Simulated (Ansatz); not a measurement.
Mulliken charges of Cl₄H₃NSi₂ (`Cl[SiH2]N[Si](Cl)(Cl)Cl`) from r2SCAN/def2-TZVPP in Ansatz (PBE0-D4/def2-TZVP geometry).

| atom | x (Å) | y (Å) | z (Å) | charge (e) |
| --- | --- | --- | --- | --- |
| Cl1 | -1.718 | 0.040 | -2.722 | -0.247 |
| Si2 | -0.076 | -0.264 | -1.529 | 0.501 |
| N3 | -0.579 | 0.167 | 0.071 | -0.375 |
| Si4 | 0.344 | 0.178 | 1.488 | 0.697 |
| Cl5 | 0.510 | 2.036 | 2.294 | -0.199 |
| Cl6 | -0.443 | -1.022 | 2.925 | -0.199 |
| Cl7 | 2.191 | -0.497 | 0.966 | -0.204 |
| H8 | 0.301 | -1.690 | -1.629 | -0.060 |
| H9 | 1.016 | 0.604 | -2.017 | -0.058 |
| H10 | -1.547 | 0.448 | 0.153 | 0.143 |

**Question.** By hand: the dipole of these point charges (1 e Å = 4.8032 D).

**Answer.** Σ q r = (0.085, -0.051, -0.082) e Å, of length 0.129 e Å = 0.62 D.

**Question.** How does the dipole of the full density compare? (Estimate.)

**Answer.** The calculation gave: (-0.080, 0.007, -0.029) e Å, 0.41 D; the point charges give 1.51 times that, at 116° from its direction.

Point charges leave out the atoms' own dipoles, such as those of lone pairs, and Mulliken's split depends on the basis, so the two needn't agree.
